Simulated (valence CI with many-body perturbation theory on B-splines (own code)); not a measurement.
The numbers below are computed, except where a source is named.
# Os⁶²⁺: input, log and results

The program does CI of the valence electrons with many-body perturbation theory for a frozen closed Dirac-Fock core.

Command, and the settings that its task file holds:

```sh
python run_cv.py task.json out
```

```
atom Os  Z=76  mass_number=192  rms_radius_fm=5.4126
core [Ne]
valence 3s4
avg = 1
basis = S
breit = 1
cap = 10000
capref = 1200
cscale = 1
de = 0.0
dress = 0
eps = 2e-08
extrap = 1
h = 0.27
hh = 1
l2 = 3
lcore = 6
maxit = 60
n2 = 5
natural = 1
nlev = 20
nno = [3, 3, 3, 2, 1]
nroot = 26
nsp = [3, 3, 2, 1, 0]
pt2 = 1
qed = 1
rpa = 1
s1 = 1
s2 = 1
s3 = 1
screen = 1
tol = 2e-05
whole = 1
```

(1) What became of the run, and why?

## Answers

(1) It gave no result: a shell was given more electrons than it holds. The program said: "a valence shell holds more than 4l+2 electrons".
